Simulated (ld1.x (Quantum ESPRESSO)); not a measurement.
**What one change does to a pseudopotential (Os (Z = 76), TM)**

```
Element                 : osmium
Generator               : ld1.x (Quantum ESPRESSO) 7.5
Type                    : norm-conserving Troullier–Martins (Kleinman–Bylander form)
Functional              : PBE
Relativity              : scalar-relativistic
Frozen core             : [Xe] 4f14
Valence charge          : 8
Reference configuration : 5d6 6s1 6p0 (charge +1)
Partial waves           : 6s (bound): rc 2.25 bohr; 6p (bound, empty): rc 2.70 bohr; 5d (bound): rc 2.00 bohr
Local potential         : all-electron potential smoothed inside 2.65 bohr (lloc = -2)
Core correction         : a·sin(br)/r model core inside 2.00 bohr
```

Change: wave 6s (bound): rc 2.25 bohr becomes 6s (bound): rc 1.52 bohr.

Cutoffs: the cutoffs (Ry, on a coarse ladder) from which the occupation-weighted sum of valence levels, in a spherical-Bessel basis at the reference potential, stays within 10 and 1 mRy of its value at 400 Ry; they do not see the model core or the augmentation charge, which bear on the density cutoff. Errors are all-electron minus pseudo energies relative to the spin-unpolarised reference configuration.

Q: Predict the effect on cutoff, ghosts and configuration errors.

A: The potential gets harder (35 Ry and 45 Ry → 100 Ry and 180 Ry); a bound ghost appears in s, which as a rule spoils a file; of the 7 tests that both files solve, the error grows in 3 and shrinks in 2 by more than 15 % and 0.3 meV (median size 68.6 → 65.9 meV). A smaller radius makes the pseudo-wave follow the all-electron one further in, where it bends more sharply, so more plane waves are needed.

| quantity | base | changed |
| --- | --- | --- |
| cutoff, loose | 35 Ry | 100 Ry |
| cutoff, tight | 45 Ry | 180 Ry |
| loose cutoff by channel (10 mRy a level) | s 8 Ry, d 30 Ry | s 100 Ry, d 30 Ry |
| bound ghosts | none | s |
| error for 5d6 6s2 6p0, meV [ΔE -9.58 eV] | -2.2 | +24 |
| error for 5d6 6s0 6p0, meV [ΔE 16.91 eV] | -17 | +68 |
| error for 5d5 6s0 6p0, meV [ΔE 45.76 eV] | -132 | -110 |
| error for 5d6 6s0 6p1, meV [ΔE 6.14 eV] | -5.4 | +66 |
| error for 5d5 6s2 6p0, meV [ΔE 1.50 eV] | -69 | +66 |
| error for 5d5 6s2 6p1, meV [ΔE -3.47 eV] | -104 | +15 |
| error for 5d4 6s0 6p0, meV [ΔE 87.24 eV] | -521 | -593 |
| s: phases at 2.97 bohr within 0.05 rad from the reference energy up to (Ry; the scan ends near 5) | 1.0 | 0.6 |
| p: phases at 2.97 bohr within 0.05 rad from the reference energy up to (Ry; the scan ends near 5) | 0.9 | 0.9 |
| d: phases at 2.97 bohr within 0.05 rad from the reference energy up to (Ry; the scan ends near 5) | 0.6 | 0.6 |

 A true bound ghost makes a file unfit for plane-wave use even where its test errors are small: the radial tests pick states by their node count and pass the ghost by.
